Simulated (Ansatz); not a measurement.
Species: C8H8Ge, SMILES `[CH]1=c2ccccc2=[CH][GeH2]1` (charge 0, multiplicity 1).

Problem. Give a relaxed geometry from Ansatz (an electronic-structure program) with PBE-D3(BJ)/def2-SVP.

Solution. the end point of this relaxation (outside a Z-matrix the atoms follow the SMILES, hydrogens last).
Z-matrix (Å, degrees):
```
C
C 1 1.3749
H 2 1.0994 1 122.23
C 1 1.4540 2 125.01 3 -0.01
C 4 1.3682 1 120.93 2 -179.99
H 5 1.1009 4 120.09 1 -180.00
H 4 1.1010 5 120.85 6 0.00
C 5 1.4520 6 118.73 4 180.00
C 8 1.3682 5 121.18 6 180.00
H 8 1.1009 9 120.09 5 180.00
H 9 1.1010 8 120.85 10 0.00
C 9 1.4540 11 118.22 8 180.00
C 12 1.3749 9 125.01 11 0.01
H 13 1.0994 12 122.23 9 -0.01
Ge 13 1.9496 14 129.97 12 179.99
H 15 1.5518 13 114.26 14 63.12
H 15 1.5518 16 108.83 2 -129.03
```
